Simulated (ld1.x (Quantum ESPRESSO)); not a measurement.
## Before and after: TM semilocal potential for Cr

ld1.x (Quantum ESPRESSO) 7.5 input, shortened:

```
&input
   title='Cr', zed=24., rel=1, dft='PBESOL', iswitch=3,
   config='[Ar] 3d5 4s0 4p1'
 /
 &inputp
   pseudotype=1, tm=.true., lloc=2,
   nlcc=.false.
 /
3
4S  1  0   0.00   0.00  2.95  2.95  0.0
4P  2  1   1.00   0.00  3.05  3.05  0.0
3D  3  2   5.00   0.00  1.90  1.90  0.0
 &test
   configts(1)='3d5 4s0 4p1'
 /
```

All-electron outer shells of the reference configuration (PBEsol, scalar-relativistic, ld1.x):

```json
{"shell": "3s", "level (eV)": "-75.17", "outermost node (bohr)": "0.36", "outermost maximum (bohr)": "0.78"}
{"shell": "3p", "level (eV)": "-46.75", "outermost node (bohr)": "0.33", "outermost maximum (bohr)": "0.80"}
{"shell": "4s", "level (eV)": "-4.95", "outermost node (bohr)": "1.12", "outermost maximum (bohr)": "2.71"}
{"shell": "3d", "level (eV)": "-4.28", "outermost node (bohr)": "–", "outermost maximum (bohr)": "0.84"}
{"shell": "4p", "level (eV)": "-1.73", "outermost node (bohr)": "1.24", "outermost maximum (bohr)": "3.80"}
```

Change: functional LDA (PZ).

Cutoffs: the cutoffs (Ry, on a coarse ladder) from which the occupation-weighted sum of valence levels, in a spherical-Bessel basis at the reference potential, stays within 10 and 1 mRy of its value at 400 Ry; they do not see the model core or the augmentation charge, which bear on the density cutoff. Errors are all-electron minus pseudo energies relative to the spin-unpolarised reference configuration.

Question: What does the change do?

Answer: The potential gets neither clearly harder nor softer (70 Ry and 80 Ry → 70 Ry and 80 Ry); the number of tests that count goes from 7 to 8; of the 6 tests that both files solve, the error grows in 3 and shrinks in 0 by more than 15 % and 0.3 meV (median size 11.1 → 16.4 meV); neither file shows a bound ghost at the reference potential, the only one tested. A semilocal file is local in each channel, so a ghost entry of none says nothing of the separable form that plane-wave codes build from it.

```csv
quantity,base,changed
"cutoff, loose",70 Ry,70 Ry
"cutoff, tight",80 Ry,80 Ry
bound ghosts,none,none
"tests counted (converged, no solver errors)",7 of 7,8 of 9
"error for 3d5 4s1 4p0, meV [ΔE -3.14 → -3.20 eV]",+4.1,+3.8
"error for 3d5 4s0 4p0, meV [ΔE 3.73 → 3.94 eV]",-0.1,-2.3
"error for 3d4 4s0 4p0, meV [ΔE 19.74 → 20.28 eV]",-18,-29
"error for 3d2 4s0 4p0, meV [ΔE 98.77 → 99.93 eV]",-547,-466
"error for 3d5 4s0.5 4p0, meV [ΔE -0.44 → -0.39 eV]",-0.1,-0.5
"error for 3d4 4s1 4p1, meV [ΔE 0.39 → 0.41 eV]",-83,-79
s: phases at 3.29 bohr within 0.05 rad from the reference energy up to (Ry; the scan ends near 5),1.4,1.3
p: phases at 3.29 bohr within 0.05 rad from the reference energy up to (Ry; the scan ends near 5),2.1,2.0
d: phases at 3.29 bohr within 0.05 rad from the reference energy up to (Ry; the scan ends near 5),0.6,0.6
```

Base: ld1.x printed “convergence not achieved” for 4 of the counted tests; their residual had stalled under 1e-8, short of the target of 1e-14. Changed file: Tests not counted: 3d5.5 4s0.5 4p0 (pseudo-atom not self-consistent, printed error -257 eV).
